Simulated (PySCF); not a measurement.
BeH4OSi, SMILES [SiH3][Be][OH].

The structure is a stationary point at B3LYP-D3(BJ)/def2-TZVP. One conformer was computed; it need not be the lowest.

Calculation: PySCF with IEF-PCM-ωB97X/def2-SVP.

The values are the electrostatic part of the solvation free energy, E(continuum) − E(gas) at the gas-phase geometry, in a cavity of scaled van der Waals radii (PySCF's table); cavitation and dispersion terms are not included. A continuum can't describe solvent molecules that bind to the metal. In vacuum the orbital gap is 11.93 eV. The dipole moment in vacuum is 2.16 D.

Computed values in water (ε = 78.36), tetrahydrofuran (ε = 7.43), cyclohexanone (ε = 15.62):
```
solvent              ε  ΔG(elec) (kcal/mol)  dipole (D)  gap (eV)
---------------  -----  -------------------  ----------  --------
water            78.36                 -5.4        2.68     12.12
tetrahydrofuran   7.43                 -4.4        2.57     12.08
cyclohexanone    15.62                 -5.0        2.63     12.10
```
